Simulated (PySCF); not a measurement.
ClTl, triplet, at a GFN2-xTB geometry (such geometries of metal compounds can be far from the true shape) (a higher spin typed on purpose: for a closed-shell molecule this is an excited state) (core potentials on Tl). Base run: PySCF with M062X/def2-TZVP.

Here is a job for PySCF.
```python
from pyscf import gto, scf, dft

mol = gto.M(
    atom='''
Tl   -0.00000000   -0.00000000   -0.52953298
Cl    0.00000000    0.00000000    2.52306893
''',
    basis='def2-tzvp',
    ecp={'Tl': 'def2-tzvp'},
    spin=2,
    verbose=4,
)

mf = dft.UKS(mol)
mf.xc = 'm062x'
mf.kernel()
mf.analyze()
```

Each row names what was changed in the base input (with any setting that the change needs).

| change | E (Eh) | HOMO (eV) | dipole (D) | <S^2> | core-seconds (rough) | outcome |
|---|---|---|---|---|---|---|
| base | -632.51793 | -4.10 | 0.86 | 2.007 | 20 | converged |
| functional = r2scan | -632.69429 | -2.70 | 1.12 | 2.010 | 20 | converged |
| functional = pbe | -632.50118 | -2.94 | 1.20 | 2.004 | 8 | converged |
| functional = tpss | -632.62685 | -2.96 | 1.28 | 2.005 | 20 | converged |
| functional = scan | - | - | - | - | - | not converged |
| functional = wb97x | -632.67521 | -4.93 | 1.00 | 2.005 | 30 | converged |
| functional = b97-1 | -632.58851 | -2.94 | 1.02 | 2.004 | 10 | converged |
| functional = o3lyp | -632.84973 | -2.70 | 1.03 | 2.005 | 10 | converged |
| functional = bp86 | -632.84754 | -3.05 | 1.19 | 2.004 | 7 | converged |
| functional = b3lyp | -632.72980 | -3.03 | 1.09 | 2.005 | 10 | converged |
| functional = blyp | -632.64060 | -2.74 | 1.09 | 2.003 | 9 | converged |
| functional = mn15 | -632.23664 | -3.69 | 0.99 | 2.004 | 20 | converged |
| functional = pw6b95 | - | - | - | - | - | not converged |

Total energies compare only within one method and basis.

Open shells are given as the SCF converged; they aren't shown to be the lowest states, and a large step between rows can be another state.
